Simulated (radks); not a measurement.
Problem. The mean radii <r> (bohr) of the occupied orbitals of an atom or ion are listed with their occupations. Method: Dirac Kohn-Sham, exchange-only B88, spin-unpolarised, spherical densities, point nucleus; computed with a radial shooting solver on a logarithmic mesh with Libxc functionals.

| orbital | occ. | <r> |
|---|---|---|
| 1s1/2 | 2 | 0.3293 |
| 2s1/2 | 2 | 1.963 |
| 2p1/2 | 0.333333 | 2.369 |
| 2p3/2 | 0.666667 | 2.371 |

Name the element and its charge. Open shells, if any, are shared by 2j + 1.

Solution. Z = 5, boron, charge 0: B in [He] 2s2 2p1. The 1s radius gives Z: for a bare nucleus <r> = (2 gamma + 1)/(2Z) with gamma = sqrt(1 - (Z/c)^2), 0.2999 bohr for Z = 5, and screening makes it slightly larger (0.3293 here). The occupations add up to 5, and the charge is Z minus that.
